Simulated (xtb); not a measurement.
xtb input:

```bash
xtb mol.xyz --gfn 2 --ohess tight --chrg 1 --uhf 0
```
mol.xyz:
```
7

Si    -0.59613402     0.10604622    -0.17426899
O      0.98253659     0.05657623     0.40168266
H     -0.80438487    -1.07797047    -1.03711030
H     -1.49374888    -0.01238531     0.98981215
H     -0.91054006     1.36401446    -0.84452001
H      1.55338146     0.17013391    -0.36743324
H      1.26776793    -0.59995489     1.08974379
```

### Question
Which total energy does the run end on?

### Answer
-7.92280 Eh (GFN2-xTB).

It need not be the lowest isomer of its formula.
